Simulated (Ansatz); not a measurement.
Energy profile

The step: GaNH₄ ([NH2][GaH2]) + H₂ → GaH₃ + NH₃ (still joined by a long Ga–N bond); bonds formed: Ga1–H6, N2–H5; bonds broken: H5–H6; bonds weakened to dative contacts: Ga1–N2 (atoms numbered as in the saddle structure below).

```
8
angstrom
Ga -0.8020 0.3346 -0.4317
N 1.0562 -0.0312 0.1307
H -1.2116 -0.4015 -1.7449
H -1.3884 1.6477 0.1732
H 0.0301 -0.7533 0.8094
H -0.9294 -0.9447 0.9248
H 1.6740 -0.5299 -0.4937
H 1.5711 0.6784 0.6324
```

Electronic energies by CCSD(T) at an estimated basis limit (MP2 extrapolated from triple and quadruple zeta, plus CCSD(T) − MP2 in triple zeta), on PBE0-D4/def2-TZVP structures; GaNH₆, singlet; no counterpoise correction. Computed with Ansatz 0.2.0 (basis: def2-TZVPP and def2-QZVPP); correlated methods freeze the cores. Filled d shells of the heavier atoms are correlated. The def2 sets are not built for correlating such inner shells, so the correlated values are less sure here. Extrapolation: Hartree–Fock as exp(−7.88 √X), correlation as X^−2.97.

Task: Give the profile in eV, counted from the separated reactants. (An estimate is asked for; the value comes from the calculation.)

Result: By the calculation:
```tsv
point	eV
separated: GaNH₄ (linked as [NH2][GaH2]; Ga1, N2, H3, H4, H7, H8; singlet) + H₂ (H5, H6; singlet)	0.000
start structure	-0.027
saddle	1.068
end structure	-0.612
separated: GaH₃ (Ga1, H3, H4, H6; singlet) + NH₃ (N2, H5, H7, H8; singlet)	0.435
```

T1 diagnostic: at most 0.015.

For scale, one of the runs: CCSD(T)/def2-TZVPP, 163 basis functions, launched by `ansatz run in.yaml --threads 2 --pin off --events-out ev --progress --plain --max-ram 4352MiB`. The run took 34 s on 2 CPU threads of an Intel Xeon Platinum 8375C (shared host), with 1.2 GiB of host memory at its peak.
